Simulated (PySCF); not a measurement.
Isomers of C7H6ClF, mass 144.014 u with the commonest isotopes. Method: PBE0-D3(BJ)/def2-SVP geometry optimisation, gas phase (PySCF). One conformer each, none proved a minimum here; rigid rotors.

Question: Order these by radius of gyration √(Σ m r²/M), largest first.
A. `FC1=C[C@@H]2C[C@H]1C=C2Cl`
B. `[F:1][CH2:2][c:3]1[cH:4][cH:5][c:6]([Cl:7])[cH:8][cH:9]1` with F1–C2–C3–C4 -1°
C. 2-chloro-6-fluorotoluene (`c1(c(c(F)ccc1)C)Cl`)

Answer: B (2.470 Å), C (2.138 Å), A (2.101 Å).

Question: Order these by rotational constant A, smallest first.
A. `Cc1c(F)cccc1Cl` (2-chloro-6-fluorotoluene)
B. `[F:1][CH2:2][c:3]1[cH:4][cH:5][c:6]([Cl:7])[cH:8][cH:9]1` with F1–C2–C3–C4 -1°
C. `C1=C([C@H]2C[C@@H]1C(F)=C2)Cl`

Answer: A (2234 MHz), C (2987 MHz), B (4680 MHz).

Question: Order these by rotational constant B, largest first.
A. `[F:1][CH2:2][c:3]1[cH:4][cH:5][c:6]([Cl:7])[cH:8][cH:9]1` with F1–C2–C3–C4 -1°
B. 2-chloro-6-fluorotoluene, `Cc1c(F)cccc1Cl`
C. `C1[C@H]2C=C([C@@H]1C=C2Cl)F`

Answer: B (1165 MHz), C (929.4 MHz), A (654.4 MHz).

| SMILES | point group | Ia (u·Å²) | Ib (u·Å²) | Ic (u·Å²) | κ | μa (D) | μb (D) | μc (D) |
| --- | --- | --- | --- | --- | --- | --- | --- | --- |
| FCc1ccc(Cl)cc1 | Cs | 107.98 | 772.28 | 877.06 | -0.96 | 0.89 | 1.51 | 0.02 |
| Cc1c(F)cccc1Cl | Cs | 226.24 | 433.72 | 656.81 | -0.46 | 0.27 | 0.79 | 0.00 |
| FC1=C[C@@H]2C[C@H]1C=C2Cl | C1 | 169.20 | 543.80 | 558.99 | -0.98 | 0.26 | 1.16 | 0.03 |
